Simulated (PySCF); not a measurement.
## Exact mass, isotope pattern and composition

Species: `CN[Si@@H](C[SiH2]P)[SiH2]N`.

Calculated for natural abundance.

(1) Find the molar and monoisotopic masses of C2H15N2PSi3.

(2) What cluster does the molecular ion M+• show when like nominal masses merge?

(3) What share of all molecules is the monoisotopic species?

(4) List the species in which a single atom is changed from its most abundant isotope.

(5) Which m/z would the protonated, sodiated and deprotonated molecule have?

(6) Count the protons, neutrons and electrons of the monoisotopic species, and give its exact less its nominal mass.

(7) Give the mass fraction of each element.

Results:

(1) For C2H15N2PSi3, with standard atomic weights, 2 × 12.011 + 2 × 14.007 + 3 × 28.085 + 1 × 30.974 + 15 × 1.008 = 182.385 g/mol. From the most abundant isotopes (12C, 14N, 28Si, 31P, 1H), 2 × 12.000000 + 2 × 14.003074 + 3 × 27.976927 + 1 × 30.973762 + 15 × 1.007825 = 182.0281 u.

(2) 
```
nominal mass  m/z (centroid)  relative intensity
         182        182.0275               100.0
         183        183.0275                18.3
         184        184.0247                11.3
         185        185.0246                 1.4
         186        186.0218                 0.4
```

Lines under 0.1 % of the tallest are left out. One electron mass, 0.00055 u, is taken off.

(3) 0.9893^2 × 0.99632^2 × 0.922297^3 × 1 × 0.999885^15 = 76.09 %.

(4) Intensity in % of the monoisotopic species:

```tsv
isotope	mass shift (u)	m/z	intensity (%)
15N	+0.99703	183.0246	0.74
29Si	+0.99957	183.0271	15.23
13C	+1.00335	183.0309	2.16
2H	+1.00628	183.0338	0.17
30Si	+1.99684	184.0244	10.04
```

Species under 0.02 % are left out.

(5) [M+H]+ 183.0353, [M+Na]+ 205.0173, [M−H]− 181.0208, for the monoisotopic species (arithmetic only; whether such ions form is another matter).

(6) 98 protons, 84 neutrons and 98 electrons; 182.0281 − 182 = +0.0281 u.

(7) C 13.17 %, N 15.36 %, Si 46.20 %, P 16.98 %, H 8.29 %.
